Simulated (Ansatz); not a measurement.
Relaxation of Cl$_{4}$GeH$_{3}$N (9 atoms, charge 0, multiplicity 1), to a largest force component of 0.03 eV/Å in at most 50 steps.

Computed with Ansatz, RHF/def2-SVP.

```xyz
9
Properties=species:S:1:pos:R:3:forces:R:3
Ge 0.335 0.028 -0.111 0.04 -0.02 0.86
Cl 0.441 -0.068 2.075 0.22 0.06 -0.86
Cl 2.377 0.020 -0.750 0.01 0.00 0.00
Cl -0.491 1.848 -0.825 0.00 -0.01 0.01
Cl -0.545 -1.715 -0.945 -0.01 0.00 -0.01
N -2.528 0.001 1.104 0.40 -0.33 0.85
H -3.222 -0.669 0.820 -0.02 -0.02 0.00
H -2.999 0.870 1.287 -0.04 0.06 -0.02
H -2.123 -0.316 1.992 -0.62 0.26 -0.85
```

Where does it end, and by what steps?

The forces met the threshold. The force dipped under the threshold on the way, but the program's further checks kept it going. After 17 steps the energy has fallen by 0.113 eV; H9 moved furthest, 0.65 Å.

```tsv
step	energy less start (eV)	largest force component (eV/Å)	accepted
0	0.0000	0.863	yes
1	-0.0743	0.507	yes
2	-0.0650	1.208	no
3	-0.0926	0.445	yes
4	-0.1056	0.048	yes
5	-0.1085	0.032	yes
6	-0.1093	0.023	yes
7	-0.1059	0.334	no
8	-0.1094	0.095	yes
9	-0.1097	0.086	yes
10	-0.1107	0.004	yes
11	-0.1111	0.167	yes
12	-0.1117	0.084	yes
13	-0.1122	0.003	yes
14	-0.1104	0.242	no
15	-0.1127	0.031	yes
16	-0.1110	0.217	no
17	-0.1130	0.003	yes
```

```xyz
9
Properties=species:S:1:pos:R:3
Ge 0.443 0.023 -0.089
Cl 0.702 0.133 2.018
Cl 2.412 0.054 -0.929
Cl -0.562 1.720 -0.880
Cl -0.433 -1.812 -0.710
N -2.574 -0.025 1.199
H -3.268 -0.264 0.512
H -2.828 0.870 1.581
H -2.647 -0.698 1.943
```

Whether the end is a true minimum wasn't checked by a vibrational analysis.

Run time: 34 s on 4 threads of Arm Neoverse V1, with other jobs on the host, peak memory 0.39 GiB.
